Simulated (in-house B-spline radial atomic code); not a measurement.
## Ionising Sm with different functionals

Computed with an all-electron radial atomic-structure program (B-spline basis): four-component Dirac-Coulomb Hamiltonian, Fermi nucleus of rms radius 5.0819 fm, spin-restricted, spherical fractional occupations for the functionals, and exact exchange of hybrids averaged over the configuration. The ionisation energy is the difference of two self-consistent energies, [Xe] 4f6 6s2 → [Xe] 4f6 6s1, without Breit or QED terms; ε is the level of the shell that loses the electron (mean over j).

```tsv
method	rung	ΔSCF (eV)	-ε(6s) (eV)
BHandHLYP	global hybrid	5.51	4.41
B3LYP	global hybrid	5.87	3.97
PBE0	global hybrid	5.75	4.07
CAM-B3LYP	range-separated hybrid	5.69	4.85
```

(1) Among the functionals, which spreads more, the ΔSCF values or the orbital energies?

(2) How do they compare with the NIST value?

Answers

(1) The orbital energies: ΔSCF values span about 0.36 eV and the orbital energies 0.88 eV.

(2) NIST lists 5.644 eV (measured, ground level to ground level). Errors run from -0.13 to +0.22 eV; CAM-B3LYP is closest (+0.05 eV), but part of that can be cancellation, since the calculations leave out Breit-QED terms, spin polarisation, the choice among j levels, multiplet and fine-structure energies.
